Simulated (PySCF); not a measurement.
The same groups moved round the core (thiophene hydroxy+boryl). Gas-phase values, no solvent. One relaxed conformer stands for each flexible species; it need not be the lowest. Strings in code marks are SMILES.

Level of theory: PBE-D3(BJ)/def2-TZVP // PBE0-D3(BJ)/def2-SVP in PySCF. Excitations are Tamm–Dancoff values on a coarser integration grid. The basis has no diffuse functions, so Rydberg states are missing or too high.

| species | brightest of the four lowest singlets (TDA) (eV) | S1–T1 gap (TDA) (eV) | LUMO (eV) | HOMO (eV) | S1 oscillator strength |
|---|---|---|---|---|---|
| `Oc1sc(cc1)B` | 4.53 | 1.76 | -2.58 | -5.76 | 0.000 |
| `Bc1ccsc1O` | 4.98 | 0.98 | -2.43 | -5.54 | 0.028 |
| `Bc1csc(O)c1` | 4.88 | 0.89 | -2.69 | -5.46 | 0.022 |
| `Bc1cscc1O` | 4.99 | 0.59 | -2.66 | -5.54 | 0.022 |
| `c1(O)ccsc1B` | 4.95 | 1.24 | -2.60 | -5.70 | 0.076 |
